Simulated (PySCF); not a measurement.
Germanium monoxide, GeO.
Z-matrix (Å and degrees, PBE0-D3(BJ)/def2-SVP geometry), rows numbered from 1:
```
O 
Ge  1  1.6236
```

Level of theory: core-valence-separated Tamm–Dancoff BHandHLYP/aug-pcX-1 (def2-SVPD on Ge) in PySCF, non-relativistic, gas phase, PBE0-D3(BJ)/def2-SVP geometry. BHandHLYP without relativity tends to put these K edges a few eV too low, so spacings mean more than positions.

Question: Give energies, oscillator strengths and core holes at the O K edge.

Answer: 
```csv
E (eV),f,core hole on,main final orbital,polarisation
528.35,0.0666,O1,"LUMO/LUMO+1 (2 roots, f summed)",across the axis
532.41,0.0162,O1,LUMO+3 (69 %),along the axis
533.77,0.0051,O1,LUMO+2 (77 %),along the axis
535.54,0.0071,O1,LUMO+6 (90 %),along the axis
535.80,0.0000,O1,"LUMO+4/LUMO+5 (2 roots, f summed)",–
```

The first line with a tenth or more of the strongest one's intensity is at 528.35 eV (f = 0.067, sum of 2), with the hole on O1 (oxygen bonded to Ge), polarised across the axis: a 1s→π* resonance. It is also the strongest listed.

Roots within 0.03 eV whose holes lie on the same, on equivalent or on shared atoms are summed into one line, and the highest roots are left out, as the search may have cut off their partners. Final orbitals are the ground state's empty Kohn–Sham orbitals. A dash: too weak, shared between unlike atoms, or no plane or axis to refer to.

Question: What are the wavelength and the wavenumber of the 532.41 eV line?

Answer: λ = 12398.42 eV Å/532.41 eV = 23.287 Å; 4.2942 × 10⁶ cm⁻¹.

Only the lowest roots of each edge were sought. The BHandHLYP/aug-pcX-1 (def2-SVPD on Ge) calculation is non-relativistic and has no spin–orbit coupling, an omission that weighs most on germanium.
